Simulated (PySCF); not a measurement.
BeClH. Atoms are numbered in the order given.

```xyz
3

Be     0.0000     0.0000    -1.3314
H      0.0000     0.0000    -2.6591
Cl     0.0000     0.0000     0.4697
```

The structure is a stationary point at PBE0-D3(BJ)/def2-TZVPD.

These are PBE0/pcSseg-2 run with PySCF values and carry that method's errors.

GIAO shieldings, no solvent; atoms alike by connectivity are averaged. δ = σ(ref) − σ: ¹H against TMS (σ = 31.54 ppm); ³⁵Cl against HCl (σ = 943.3 ppm), references at their B3LYP-D3(BJ)/def2-TZVP geometries, non-relativistic (without spin–orbit terms, shifts of atoms bonded to Cl or Br come out too high).

```json
[
 {"nucleus": "¹H", "atoms": "H2", "count": "1", "δ (ppm)": "3.47"},
 {"nucleus": "³⁵Cl", "atoms": "Cl3", "count": "1", "δ (ppm)": "42.2"}
]
```
